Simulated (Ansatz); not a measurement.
**A barrier at the coupled-cluster level**

Start structure (HfH3Cl3O, closed shell), relaxed at PBE0-D4/def2-TZVP:

```csv
atom,x (Å),y (Å),z (Å)
Hf1,-0.1935,-0.3939,-0.9329
O2,0.9085,-1.1484,0.3921
Cl3,-0.1857,-1.7938,-2.8031
Cl4,-2.3787,-0.2041,-0.1229
Cl5,0.6345,1.7066,-1.5413
H6,-0.4098,1.4843,2.1161
H7,0.1591,1.8693,1.8225
H8,1.4657,-1.5197,1.0696
```

The step: HfHCl₃O ([OH][Hf]([Cl])([Cl])[Cl]) + H₂ → HfHCl₃ ([Cl][HfH]([Cl])[Cl]) + H₂O (still joined by a long Hf–O bond); bonds formed: Hf1–H7, O2–H6; bonds broken: H6–H7; bonds weakened to dative contacts: Hf1–O2. Computed with Ansatz 0.2.0 (basis: def2-TZVPP and def2-QZVPP); correlated methods freeze the cores. Core potentials replace the inner electrons of the atoms past krypton. Extrapolation: Hartree–Fock as exp(−7.88 √X), correlation as X^−2.97. Energies below are by CCSD(T) at an estimated basis limit (MP2 extrapolated from triple and quadruple zeta, plus CCSD(T) − MP2 in triple zeta).

(1) What are the electronic barrier and the energy of the step, from the start structure to the end structure? (An estimate is asked for; the value comes from the calculation.)

No T1 diagnostic of these runs exceeds 0.015.

Answers

(1) Computed: Barrier 149.0 kJ/mol; step energy 96.0 kJ/mol (uphill); reverse barrier, their difference, 53.0 kJ/mol. Barrier and step energy count from the start structure, the reverse barrier from the end structure.

The saddle point: One imaginary mode of 1124i cm⁻¹.
| pair | start (Å) | saddle (Å) | end (Å) |
| --- | --- | --- | --- |
| Hf1–H7 | 3.58 | 2.01 | 1.85 |
| O2–H6 | 3.41 | 1.20 | 0.96 |
| Hf1–O2 | 1.88 | 2.13 | 2.33 |
| H6–H7 | 0.75 | 1.06 | 2.34 |

Zero-point energy (harmonic, PBE0-D4): ZPE is 71.7 kJ/mol at the start and 80.4 kJ/mol at the saddle, so the barrier goes from 149.0 to 157.7 kJ/mol.

Labels in which every atom is bracketed show which atoms are joined, not bond orders.

For scale, one of the runs: CCSD(T)/def2-TZVPP, 255 basis functions, launched by `ansatz run in.yaml --threads 8 --pin off --events-out ev --progress --plain --max-ram 19148MiB`. Hardware: 8 CPU threads of an Arm Neoverse V2, shared host. Wall time 2.4 min; peak host memory 6 GiB.
